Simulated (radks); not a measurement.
Effect of the nuclear size on the thulium ion Tm2+, [Xe] 4f13. Calculated with a radial shooting solver on a logarithmic mesh with Libxc functionals: Dirac Kohn-Sham, PBE, spin-unpolarised, spherical densities, finite nucleus; open shells are shared between the two j in proportion to 2j + 1; Fermi nuclear charge, rms radius 5.2256 fm. The rms radius is varied about that value; shifts are against it.

| rms radius (fm) | total energy shift (eV) | density at nucleus (e/bohr^3) | 1s1/2 shift (meV) | 2s1/2 shift (meV) | 4p1/2 shift (meV) | 5s1/2 shift (meV) | 5p1/2 shift (meV) | 4f7/2 shift (meV) | 6s1/2 (empty) shift (meV) |
|---|---|---|---|---|---|---|---|---|---|
| 4.6821 | -6.90 | 9.813e+05 | -2820 | -380 | -0.055 | -3.13 | 0.034 | 0.269 | -0.413 |
| 4.8807 | -4.44 | 9.692e+05 | -1820 | -245 | -0.036 | -2.02 | 0.022 | 0.173 | -0.266 |
| 5.2256 | 0 | 9.496e+05 | 0.000 | 0.000 | 0.000 | 0.000 | 0.000 | 0.000 | 0.000 |
| 5.5026 | 3.72 | 9.351e+05 | 1520 | 205 | 0.030 | 1.69 | -0.018 | -0.145 | 0.223 |
| 6.1767 | 13.3 | 9.033e+05 | 5450 | 735 | 0.111 | 6.05 | -0.065 | -0.520 | 0.798 |

Slopes of the eigenvalues against <r^2> in GHz/fm^2, as finite differences over the two radii next to the reference (eigenvalue slopes, not the field-shift constants of lines): 1s1/2 125000, 2s1/2 16800, 4p1/2 2.47, 5s1/2 139, 5p1/2 -1.49, 4f7/2 -11.9, 6s1/2 (empty) 18.3.
